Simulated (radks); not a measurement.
Spherical quantum dot in the effective-mass picture: electrons in a parabolic well V = omega^2 r^2 / 2 with omega = 0.237, with a point charge +2 (a donor) at the centre, all in effective atomic units (hartree* = m*/eps^2 hartree, bohr* = eps/m* bohr), one dielectric constant everywhere. Method: non-relativistic Kohn-Sham, r2SCAN, spin-polarised, spherical densities, generalised Kohn-Sham scheme; computed with a radial shooting solver with Libxc functionals. Levels are named by radial order and angular momentum (1s, 1p, 1d, 2s, ...), and open shells are averaged over m.

N = 18, configuration 1s2 1p6 1d(up 5, down 3) 2s2. This is the lowest configuration that the search found. Occupied and some empty levels:

level    occupation  eigenvalue (hartree*)  <r> (bohr*)
1s down           1                 2.8831       0.9558
1s up             1                 2.8845       0.9539
2s up             1                 3.4185        4.723
2s down           1                 3.4296        4.648
1p up             3                 3.4608        4.815
1p down           3                 3.4726        4.734
1d up             5                 3.5662        5.416
1d down           3                 3.5829        5.391
1f up             0                 3.6868        5.834
1f down           0                 3.7063        5.837
2p up             0                 3.7334        4.774
2p down           0                 3.7419        4.793
1g up             0                 3.8233        6.176
1g down           0                 3.8444        6.197

Energy (hartree*): total 31.7160, kinetic 5.5866, external -1.2731, Hartree 31.724, exchange-correlation -4.3215.
